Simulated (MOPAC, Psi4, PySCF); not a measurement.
Relaxed torsion scan: SMILES c1ccc(cc1)C(=O)O. Scanned: dihedral O1–C2–O3–H10; all other coordinates were relaxed at GFN2-xTB. Points at φ and −φ are mirror images. Heavy atoms are numbered in the order of the SMILES O=C(O)c1ccccc1, hydrogens after them in the order of the atoms that carry them; the mirror image has the same energies with the sign of each dihedral reversed.

Computed with: PBE0-D3(BJ)/def2-SVP // GFN2-xTB (Psi4); RKS-B3LYP/6-31G* = restricted B3LYP/6-31G*, spherical d, density fitting // GFN2-xTB in PySCF; PM6, restricted, heats of formation // GFN2-xTB (MOPAC); PBE-D3(BJ)/def2-SVP // GFN2-xTB (Psi4).

Energies relative to the lowest point of each profile, in eV:

```json
[
 {"φ / °": "-150", "PBE0-D3(BJ)/def2-SVP": "0.336", "RKS-B3LYP/6-31G*": "0.349", "PM6": "0.316"},
 {"φ / °": "-120", "PBE0-D3(BJ)/def2-SVP": "0.490", "RKS-B3LYP/6-31G*": "0.500", "PM6": "0.401"},
 {"φ / °": "-90", "PBE0-D3(BJ)/def2-SVP": "0.555", "RKS-B3LYP/6-31G*": "0.562", "PM6": "0.410"},
 {"φ / °": "-60", "PBE0-D3(BJ)/def2-SVP": "0.388", "RKS-B3LYP/6-31G*": "0.393", "PM6": "0.273"},
 {"φ / °": "-30", "PBE0-D3(BJ)/def2-SVP": "0.125", "RKS-B3LYP/6-31G*": "0.127", "PM6": "0.085"},
 {"φ / °": "0", "PBE0-D3(BJ)/def2-SVP": "0.000", "RKS-B3LYP/6-31G*": "0.000", "PM6": "0.000"},
 {"φ / °": "30", "PBE0-D3(BJ)/def2-SVP": "0.125", "RKS-B3LYP/6-31G*": "0.127", "PM6": "0.085"},
 {"φ / °": "60", "PBE0-D3(BJ)/def2-SVP": "0.388", "RKS-B3LYP/6-31G*": "0.393", "PM6": "0.273"},
 {"φ / °": "90", "PBE0-D3(BJ)/def2-SVP": "0.555", "RKS-B3LYP/6-31G*": "0.562", "PM6": "0.410"},
 {"φ / °": "120", "PBE0-D3(BJ)/def2-SVP": "0.490", "RKS-B3LYP/6-31G*": "0.500", "PM6": "0.401"},
 {"φ / °": "150", "PBE0-D3(BJ)/def2-SVP": "0.336", "RKS-B3LYP/6-31G*": "0.349", "PM6": "0.316"},
 {"φ / °": "180", "PBE0-D3(BJ)/def2-SVP": "0.300", "RKS-B3LYP/6-31G*": "0.318", "PM6": "0.284"}
]
```

### Question
What does PBE-D3(BJ)/def2-SVP give at the same points?

### Answer
-150: 0.317; -120: 0.484; -90: 0.558; -60: 0.388; -30: 0.124; 0: 0.000; 30: 0.124; 60: 0.388; 90: 0.558; 120: 0.484; 150: 0.317; 180: 0.274 (eV).
